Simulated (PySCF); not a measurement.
What went wrong, or what changed?

The sound run of [Yb(NH3)2]3+ (singlet in the valence; each metal's 4f electrons, 13 of them, lie in its core potential, out of spins and levels) uses PySCF 2.14.0, RKS TPSS, Yb lcecp-1-SVP with ECP59, N def2-SVP, H def2-SVP; non-relativistic Hamiltonian with scalar-relativistic core potentials where named; density fitting; no spin-orbit coupling, grid (50, 194), threshold 1e-8 and 55 cycles at the relaxed geometry. This run, with dm0 from free metal ions and neutral atoms, differs:

```python
mol = gto.M(atom='''
Yb    -0.18975     1.11288    -0.00009
N      0.02887    -0.18136     1.91534
H      0.91626    -0.03584     2.45761
H     -0.71024    -0.02044     2.64334
H      0.00489    -1.22139     1.78777
N      0.03712    -0.17806    -1.91677
H      0.90181    -0.76806    -1.97735
H     -0.72907    -0.87167    -2.09677
H      0.06719     0.36741    -2.81309''',
    basis={'Yb': 'lcecp-1-SVP', 'N': 'def2-SVP', 'H': 'def2-SVP'},
    ecp={'Yb': 'lcecp-1-SVP'},
    charge=3, spin=0)
mf = dft.RKS(mol, xc='TPSS')
mf.grids.atom_grid = (10, 14)  # f atoms: unpruned
mf = mf.density_fit()  # fitting sets: Yb AutoAux, N def2-universal-JKFIT, H def2-universal-JKFIT
mf.conv_tol = 1e-08; mf.max_cycle = 55
mf.kernel(dm0)
mf.nuc_grad_method().kernel()
```

Task: What was changed, and how did it end?

Result: The integration grid was changed. It converged in 11 cycles, -5.084 eV from the sound run, largest force component 4.04 eV/Å. These settings are unsound on purpose: the numbers aren't the compound's.
```
init E= -144.359349630598
cycle= 1 E= -149.646472958949  delta_E= -5.29  |g|= 2.91  |ddm|= 3.36
cycle= 2 E= -135.749257917095  delta_E= 13.9  |g|= 6.23  |ddm|= 7.39
cycle= 3 E= -151.007669084996  delta_E= -15.3  |g|= 1.34  |ddm|= 7.01
cycle= 4 E= -151.443188557269  delta_E= -0.436  |g|= 0.256  |ddm|= 2.06
cycle= 5 E= -151.465621870425  delta_E= -0.0224  |g|= 0.0397  |ddm|= 0.395
...
cycle= 9 E= -151.465981658581  delta_E= -2.34e-07  |g|= 0.000207  |ddm|= 0.00121
cycle= 10 E= -151.465981671768  delta_E= -1.32e-08  |g|= 4.09e-05  |ddm|= 0.000331
cycle= 11 E= -151.465981672344  delta_E= -5.75e-10  |g|= 9.84e-06  |ddm|= 6.61e-05
Extra cycle  E= -151.465981672345  delta_E= -1.71e-12  |g|= 1.11e-05  |ddm|= 2.09e-05
converged SCF energy = -151.465981672345
```

Run from Python with OMP_NUM_THREADS=2; the lines above give its settings. Where DIIS fails, smearing, a level shift and second-order steps follow.
It took 3 s on 2 threads of Arm Neoverse V1, on a shared host.

No frequency check is given that shows the relaxed geometry to be a minimum. An lcecp potential fixes the number of 4f electrons, so in runs with it no electron can move into or out of that shell.
